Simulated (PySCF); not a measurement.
# Radial density of Nb²⁺ (niobium, charge +2)

UHF, [Kr] 4d2 5p1, one real determinant (an excited configuration). Computed with PySCF 2.14 in aug-cc-pVDZ-PP with ECP28MDF (5s5p4d2f, 54 functions), with a scalar-relativistic core potential. This is the valence pseudo-density: the core potential removes the inner electrons and smooths the orbitals near the nucleus.

```
r (bohr)  4πr²ρ (e/bohr)  4πr²(ρα − ρβ)
  0.0504       2.500e-05         0.0000
  0.0847       8.489e-05         0.0000
   0.143       0.0005115         0.0001
   0.240        0.006654         0.0012
   0.403          0.1742         0.0236
   0.678           3.441         0.3060
    1.14           9.520         1.2023
    1.92           2.925         1.0397
    3.23          0.5412         0.5150
    5.43         0.09496         0.0949
    9.13       0.0006427         0.0006
```

⟨L²⟩ = 14.01 against 20 for a pure G term, so this real determinant mixes terms. Energies and moments cover only the electrons outside the core potential.
